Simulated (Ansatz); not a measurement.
Species: SrF, net charge 1, singlet state. 
Structure (B3LYP-D3(BJ)/def2-TZVP (Ansatz, an electronic-structure program) minimum search):
```
Sr
F 1 2.0189
```
Charge +1, spin multiplicity 1.

Basis-set convergence of Hartree-Fock and CCSD correlation energies (hartree) with Ansatz. Correlated levels leave the core frozen unless marked. No spin-orbit coupling. The frozen core is the preceding noble-gas configuration, with the filled d and f shells of earlier blocks. The outer core of K, Ca and their heavier congeners is not correlated, a term that matters for these elements. Past Kr the def2 sets carry scalar-relativistic core potentials.

```json
[
 {"basis": "def2-SVP", "functions": "37", "E(HF)": "-129.57922", "E(corr, CCSD)": "-0.20745"},
 {"basis": "def2-TZVPP", "functions": "71", "E(HF)": "-129.71875", "E(corr, CCSD)": "-0.27294"},
 {"basis": "def2-QZVPP", "functions": "120", "E(HF)": "-129.72850", "E(corr, CCSD)": "-0.29812"}
]
```

Extrapolating the two largest sets (X = 3 and 4) as X^-3: E(corr) = (64·(-0.29812) - 27·(-0.27294))/37 = -0.3165 Eh, an estimate of the basis-set limit. The largest set recovers 94.2 % of it, the smallest 65.5 %.
